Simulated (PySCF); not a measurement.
Species: C₇H₇NO.
Numbering: `[CH2:1]=[N:2][c:3]1[cH:4][cH:5][c:6]([OH:7])[cH:8][cH:9]1` (hydrogens: H10, H11 on C1; H12 on C4; H13 on C5; H14 on O7; H15 on C8; H16 on C9)

Structure used (PBE0-D3(BJ)/def2-SVP), in Å, numbered top down from 1:
```xyz
16
C7H7NO angstrom
C      3.0614   -0.1421   -0.3526
N      2.2064    0.7919   -0.3244
C      0.8398    0.5092   -0.2129
C      0.2211   -0.6019   -0.8097
C     -1.1430   -0.8182   -0.6706
C     -1.9238    0.0679    0.0794
O     -3.2430   -0.1920    0.1908
C     -1.3203    1.1866    0.6643
C      0.0411    1.4111    0.5010
H      4.1233    0.1101   -0.4793
H      2.8078   -1.2145   -0.2440
H      0.8138   -1.2880   -1.4193
H     -1.6313   -1.6701   -1.1475
H     -3.6602    0.5014    0.7126
H     -1.9265    1.8933    1.2397
H      0.5179    2.2904    0.9384
```

Theory: PySCF, PBE0-D3(BJ)/def2-SVP geometry optimisation, gas phase.

Take the most abundant isotopes and a rigid rotor. The values belong to one conformer with, in the numbering `[CH2:1]=[N:2][c:3]1[cH:4][cH:5][c:6]([OH:7])[cH:8][cH:9]1`, C1–N2–C3–C4 -36°, C5–C6–O7–H -179°.

Problem. Give the principal moments of inertia and the rotational constants in MHz.

Solution. Ia = 99.67, Ib = 490.62, Ic = 582.74 u·Å²; 505379 MHz·u·Å²/I gives A = 5070, B = 1030, C = 867.2 MHz.

Problem. What kind of rotor is it?

Solution. A near-prolate asymmetric top: κ = (2 × 1030 − 5070 − 867.2)/(5070 − 867.2) = -0.92.

Problem. Is it planar, by Δ = Ic − Ia − Ib?

Solution. Not planar: Δ = Ic − Ia − Ib = -7.55 u·Å². For a rigid frame Δ = −2 Σ m c², so Σ m c² = 3.78 u·Å² lies off the ab plane: 1.05 from hydrogen and 2.72 from heavier atoms. The atom farthest from that plane is 0.92 Å away.

Problem. Give the other two planar moments, Paa and Pbb, and the rms extents of the mass along the axes.

Solution. Paa = Σ m a² = (Ib + Ic − Ia)/2 = 486.84 and Pbb = Σ m b² = (Ia + Ic − Ib)/2 = 95.90 u·Å². With the mass M = 121.05 u, the rms extents √(P/M) along a, b and c are 2.01, 0.89, 0.18 Å.

Problem. Which lines would a microwave search look for?

Solution. The dipole components are |μa| = 0.79 D, |μb| = 0.16 D, |μc| = 0.80 D. The squared components, which scale the intensities, stand as 0.96 : 0.04 : 1.00 (a : b : c). Some lines, for components of 0.1 D or more:

```tsv
type	branch	J(Ka,Kc)	MHz	lower level (cm⁻¹)
a	R	1(0,1) ← 0(0,0)	1897	0.000
a	R	2(1,2) ← 1(1,1)	3632	0.198
a	R	2(0,2) ← 1(0,1)	3790	0.063
c	Q	2(1,2) ← 2(0,2)	3882	0.190
c	Q	1(1,1) ← 1(0,1)	4040	0.063
b	Q	1(1,0) ← 1(0,1)	4203	0.063
b	Q	2(1,1) ← 2(0,2)	4371	0.190
b	R	1(1,1) ← 0(0,0)	5938	0.000
b	R	2(1,2) ← 1(0,1)	7672	0.063
c	Q	2(2,1) ← 2(1,1)	12121	0.335
b	Q	2(2,0) ← 2(1,1)	12126	0.335
b	Q	2(2,1) ← 2(1,2)	12609	0.319
```

Stationary, but not proved a minimum. Zero-point vibration and centrifugal distortion are left out. Quadrupole hyperfine structure (14N) is left out.
